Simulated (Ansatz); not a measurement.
Single points on BMe2(iPr) (C5H13B).

```yaml
crystal:
  periodic: [false, false, false]
  atoms:
    - {symbol: B, position_ang: [0.602569, 0.509337, -0.066606]}
    - {symbol: C, position_ang: [2.179479, 0.505173, -0.047534]}
    - {symbol: H, position_ang: [2.603086, -0.188956, -0.805299]}
    - {symbol: H, position_ang: [2.488632, 0.069818, 0.932868]}
    - {symbol: H, position_ang: [2.671174, 1.494038, -0.138982]}
    - {symbol: C, position_ang: [-0.190591, 1.871682, -0.033210]}
    - {symbol: H, position_ang: [-0.160574, 2.261308, -1.079745]}
    - {symbol: H, position_ang: [0.309742, 2.652702, 0.576529]}
    - {symbol: H, position_ang: [-1.260019, 1.809503, 0.250406]}
    - {symbol: C, position_ang: [-0.180072, -0.879432, -0.092032]}
    - {symbol: C, position_ang: [-1.272004, -0.928472, -1.174933]}
    - {symbol: C, position_ang: [-0.784263, -1.111969, 1.310001]}
    - {symbol: H, position_ang: [0.539544, -1.706873, -0.286969]}
    - {symbol: H, position_ang: [-0.854648, -0.797557, -2.195246]}
    - {symbol: H, position_ang: [-2.030969, -0.131645, -1.024509]}
    - {symbol: H, position_ang: [-1.812160, -1.899935, -1.161642]}
    - {symbol: H, position_ang: [-1.318877, -2.085444, 1.358542]}
    - {symbol: H, position_ang: [-0.010747, -1.121995, 2.106595]}
    - {symbol: H, position_ang: [-1.519293, -0.321293, 1.571775]}
basis:
  gaussian: {orbitals: def2-SVP, initial_orbitals: start.molden}
hamiltonian: {xc: pbe0, dispersion: d4}
scf: {omitted_lower_state_checks: [starts]}
output: {orbitals: {seedname: orbitals}}
```

The file start.molden holds the orbitals of an earlier run on this structure, at another level or in another basis.

```sh
$ ansatz run in.yaml --threads 4 --pin off --events-out ev --progress --plain --max-ram 4787MiB
```

Output, abridged:

```
Functional definition: PBE0
1698 factors; their error is unknown
mean field evaluation 1: about -6061.9926 eV, gradient 6.2e0 eV
mean field evaluation 2: about -6062.1051 eV, gradient 8.1e-2 eV
mean field evaluation 4: about -6062.0849 eV, gradient 1.5e-4 eV
mean field -6062.08487913 eV, -222.7775102792 hartree, gradient 1.1e-5 eV, S^2 0.000000; 0 other end points of the search recorded, 0 dependent functions left out
reference -6062.08490919 eV, -222.7775113839 hartree; 24, 24 occupied and 125, 125 virtual orbitals, 1698 factors
Total energy: -6062.41235710 eV, -222.7895448729 hartree
Checks for a lower state left out: starts
```

It took 1.9 s on 4 threads of Arm Neoverse V1 on a shared host.

First input, but with `gaussian: {orbitals: def2-TZVPD, initial_orbitals: start.molden}`, `hamiltonian: {xc: pbe, dispersion: d4}` (abridged; 4.9 s):

```
Functional definition: PBE
mean field -6067.09129785 eV, -222.9614927739 hartree, gradient 1.8e-5 eV, S^2 0.000000
Total energy: -6067.47662577 eV, -222.9756533137 hartree
Checks for a lower state left out: starts
```

As the first input, with `correlation: {method: ccsd_t}` and without the key `hamiltonian` (abridged; 31 s):

```
Functional definition: HF
mean field -6025.91710129 eV, -221.4483689591 hartree, gradient 9.5e-6 eV, S^2 0.000000
6 core orbitals not correlated: weight in the atoms' cores, before any rotation towards them, 1.000 or more for the frozen orbitals, at most 0.000 for the correlated occupied ones
second order -22.14620006 eV of doubles, -0.00000000 eV of singles
cycle   1  -23.74026142 eV  change    -1.6e0 eV  update   9.4e-2
cycle   2  -24.36570941 eV  change   -6.3e-1 eV  update   2.7e-2
cycle   3  -24.44613406 eV  change   -8.0e-2 eV  update   9.3e-3
cycle   4  -24.44754607 eV  change   -1.4e-3 eV  update   2.4e-3
cycle   5  -24.44789057 eV  change   -3.4e-4 eV  update   7.7e-4
cycle   6  -24.44785768 eV  change    3.3e-5 eV  update   2.2e-4
cycle   7  -24.44781556 eV  change    4.2e-5 eV  update   7.7e-5
cycle   8  -24.44781400 eV  change    1.6e-6 eV  update   3.0e-5
perturbative correction -0.73048558 eV, -0.0268448499 hartree
Total energy: -6051.09540087 eV, -222.3736544022 hartree
Checks for a lower state left out: starts
```

First input, but with `gaussian: {orbitals: def2-TZVP, initial_orbitals: start.molden}`, `hamiltonian: {xc: pbe}`, `correlation: {method: rpa}` and without the key `output` (abridged; 8 s):

```
Functional definition: PBE
mean field -6067.06849587 eV, -222.9606548164 hartree, gradient 3.5e-6 eV, S^2 0.000000
6 core orbitals not correlated: weight in the atoms' cores, before any rotation towards them, 1.000 or more for the frozen orbitals, at most 0.000 for the correlated occupied ones
Total energy: -6075.33397794 eV, -223.2644056801 hartree
Checks for a lower state left out: starts
```

The first input with `gaussian: {orbitals: def2-TZVP, initial_orbitals: start.molden}`, `hamiltonian: {xc: {name: B97M-V}}` (abridged; 14 s):

```
Functional definition: B97M-V
mean field -6076.72907685 eV, -223.3156746192 hartree, gradient 1.8e-5 eV, S^2 0.000000
Total energy: -6076.72915004 eV, -223.3156773088 hartree
Checks for a lower state left out: starts
```

As the first input, with `hamiltonian: {xc: pbe, dispersion: d4}` (abridged; 1.5 s):

```
Functional definition: PBE
mean field -6060.51653986 eV, -222.7198748742 hartree, gradient 2.2e-5 eV, S^2 0.000000
Total energy: -6060.90184509 eV, -222.7340345802 hartree
Checks for a lower state left out: starts
```

The first input with `gaussian: {orbitals: def2-TZVP, initial_orbitals: start.molden}`, `hamiltonian: {xc: {name: wB97X-V}}` (abridged; 11 s):

```
Functional definition: wB97X-V
mean field -6074.68270956 eV, -223.2404720086 hartree, gradient 8.1e-6 eV, S^2 0.000000
Total energy: -6074.68270712 eV, -223.2404719190 hartree
Checks for a lower state left out: starts
```

Geometry: PBE-D4/def2-SVP.

Correlated methods freeze 6 core orbitals.
